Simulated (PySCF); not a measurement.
## The second ionisation energy along group 16

All values are computed (PySCF 2.14, energy differences of UHF-based or UKS calculations, no spin-orbit coupling). Values in eV. The last column holds reference values (NIST; (s) semi-empirical, (t) theoretical, else measured). Unmarked ones compare directly (S terms, centres of terms, or small fine structure); those marked * lie between the lowest fine-structure levels and include a spin-orbit shift.

| element | configurations | LDA | PBE | PBE0 | MN15 | CCSD (valence) | CCSDT (valence) | reference |
| --- | --- | --- | --- | --- | --- | --- | --- | --- |
| O (aug-cc-pVDZ-DK, spin-free X2C) | [He] 2s2 2p3 → [He] 2s2 2p2 | 35.603 | 35.320 | 35.335 | 35.256 | 34.800 | 34.803 | 35.121 * |
| S (aug-cc-pVDZ-DK, spin-free X2C) | [Ne] 3s2 3p3 → [Ne] 3s2 3p2 | 23.407 | 23.319 | 23.379 | 23.368 | 23.097 | 23.104 | 23.338 * |
| Se (aug-cc-pVDZ-DK, spin-free X2C) | [Ar] 3d10 4s2 4p3 → [Ar] 3d10 4s2 4p2 | 21.485 | 21.326 | 21.410 | 21.434 | 21.159 | 21.165 | 21.196 ± 0.01 * |

"Valence" correlates the outer s and p shells and, in groups 3 to 12 and the f block, the outer d or f shell, open or full, or the next shell where the ion has no valence electron left; the wider scheme adds the next inner shell.
